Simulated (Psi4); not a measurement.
Internal rotation in SMILES OC[SiH3]. Scanned: dihedral H4–O1–C2–Si3; all other coordinates were relaxed at GFN2-xTB. Points at φ and −φ are mirror images.

Geometry of the scan point at -60° (Å):
```
9

O     -1.3014     0.8127     0.5178
C     -0.6770    -0.3147    -0.0847
Si    -0.9504    -1.8982     0.9497
H     -2.2460     0.6415     0.5838
H     -1.0280    -0.4272    -1.1194
H      0.3818    -0.0563    -0.1376
H     -0.4669    -1.6656     2.3075
H     -2.3967    -2.1511     0.9828
H     -0.2529    -3.0080     0.3031
```

Calculation: DF-MP2 (frozen core)/cc-pVTZ // GFN2-xTB (Psi4).

Scanned values (°): -160, -140, -120, -100, -80, -60, -40, -20, 0, 20, 40, 60, 80, 100, 120, 140, 160, 180.

At which scan points does the profile have its minima and maxima, and how high do they lie?

Lower than their neighbours: -60° (0.5 kcal/mol), 60° (0.5 kcal/mol), 180° (0.0 kcal/mol). Higher than their neighbours: -120° (1.2 kcal/mol), 0° (1.9 kcal/mol), 120° (1.2 kcal/mol). The whole profile spans 1.9 kcal/mol.
